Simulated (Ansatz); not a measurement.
Harmonic frequencies (cm⁻¹) at PBE0-D4/def2-TZVP from Ansatz: 68, 96, 138, 206, 240, 292, 343, 448, 610, 656, 691, 825, 838, 851, 971, 1083, 1092, 1180, 1192, 1266, 1313, 1330, 1374, 1443, 1446, 1454, 1458, 1463, 1661, 2908, 3016, 3017, 3024, 3083, 3085, 3119, 3130, 3534, 3614.

Each molecule was computed in one conformer, which needn't be the lowest.

Which molecule is it?
A. `BN(C)CC`
B. `CC(C)BN`
C. `CB(C)CN`
D. `CNB(C)C`

C.
